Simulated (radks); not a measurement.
W XXXIII, configuration [Kr] 4d6. Method: Dirac Kohn-Sham, PBEsol, spin-unpolarised, spherical densities, finite nucleus; open shells fill j = l - 1/2 first; Fermi nuclear charge, rms radius 5.3658 fm; computed with a radial shooting solver on a logarithmic mesh with Libxc functionals.

Normalised radial functions P(r) = r R(r) (large component), r in bohr:

r	4s1/2
0.002015	0.2797
0.002911	0.3520
0.004173	0.4242
0.006029	0.4824
0.008642	0.4937
0.01249	0.4117
0.0179	0.1912
0.02586	-0.1887
0.03706	-0.6044
0.05355	-0.7729
0.07676	-0.3330
0.1109	0.6444
0.159	1.1264
0.2297	0.0792
0.3292	-1.5405
0.4756	-1.6829
0.6817	-0.6494
0.985	-0.0773
1.412	-0.0021

4s1/2: eigenvalue -1668.5 eV, 3 radial nodes at r = 0.0219, 0.0879, 0.234 bohr, <r> = 0.416 bohr, 90 % of the charge inside 0.590 bohr.
